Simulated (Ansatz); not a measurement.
CH$_{7}$InN$_{2}$, SMILES `N[CH2][InH][NH2]`. Total charge 0; spin multiplicity 1. Correlated methods include outer-core shells of In, which these sets cover unevenly. In takes the def2 core potential.

Z-matrix (Å, degrees):
```
C
In 1 2.185
N 1 1.457 2 116.0
H 1 1.092 2 108.5 3 -123.0
H 1 1.092 2 108.5 3 123.0
N 2 2.024 1 108.8 3 0.1
H 2 1.720 1 138.1 3 -179.9
H 3 1.012 1 111.1 2 -59.3
H 3 1.012 1 111.1 2 59.2
H 6 1.007 2 124.8 1 0.0
H 6 1.006 2 124.6 1 -180.0
```

(1) Give the diagnostics of a CCSD(T)/def2-TZVPP run (frozen core, the Gaussian-basis code of Ansatz). (Best estimate.)

Answers

(1) Ansatz gave: T1 = 0.0143, largest single amplitude 0.040, largest double 0.036, (T) share of the correlation energy 3.6 %, 10 CCSD cycles. The RHF solution is stable towards an unrestricted one. T1 lies under the customary mark of 0.02 for closed shells.
